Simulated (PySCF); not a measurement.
Compound: C6H6FO2 (charge -1).
Geometry (GFN2-xTB, Å), atoms numbered from 1 in this order:
```
atom  x, y, z in Å
C1    -1.7821   -0.6813    0.6203
C2    -1.4299   -0.0989   -0.7099
C3    -0.2339    0.3834   -1.0376
C4     0.9529    0.3821   -0.1943
C5     1.6193    1.4587    0.1614
F6     1.2239    2.7478   -0.1658
C7     1.5654   -1.0202    0.2796
O8     2.2824   -1.5582   -0.5573
O9     1.2405   -1.3518    1.4190
H10   -0.8833   -0.8431    1.2103
H11   -2.2966   -1.6352    0.4929
H12   -2.4534   -0.0121    1.1656
H13   -2.2376   -0.0514   -1.4345
H14   -0.0895    0.8028   -2.0299
H15    2.5175    1.4853    0.7581
```

The geometry is computed with GFN2-xTB (gas phase).

Masses are those of the commonest isotopes; rigid-rotor values at the optimised geometry. The values belong to one conformer with, in the numbering `[CH3:1]/[CH:2]=[CH:3]\[C:4](=[CH:5]/[F:6])[C:7](=[O:8])[O-:9]`, C2–C3–C4–C5 -122°.

Give the principal moments of inertia and the rotational constants in GHz.

Ia = 305.78, Ib = 338.16, Ic = 515.05 u·Å²; 505379 MHz·u·Å²/I gives 1653, 1495 and 981.2 MHz, that is A = 1.6528, B = 1.4945, C = 0.9812 GHz.

What kind of rotor is it?

An asymmetric top: κ = (2 × 1495 − 1653 − 981.2)/(1653 − 981.2) = 0.53.

What does the inertial defect say?

Not planar: Δ = Ic − Ia − Ib = -128.89 u·Å². For a rigid frame Δ = −2 Σ m c², so Σ m c² = 64.44 u·Å² lies off the ab plane: 8.74 from hydrogen and 55.70 from heavier atoms. The atom farthest from that plane is 1.79 Å away.

Where do the levels up to J = 2 lie, in cm⁻¹?

Above 0(0,0):
J = 1: 1(0,1) 0.0826, 1(1,1) 0.0879, 1(1,0) 0.1050
J = 2: 2(0,2) 0.2349, 2(1,2) 0.2359, 2(1,1) 0.2873, 2(2,1) 0.3031, 2(2,0) 0.3160
The levels of one J sum to (2J + 1)J(J + 1)(A + B + C)/3.

No frequency check. These are rigid-rotor constants of the computed structure; measured ground-state constants (B0) also hold zero-point vibration.
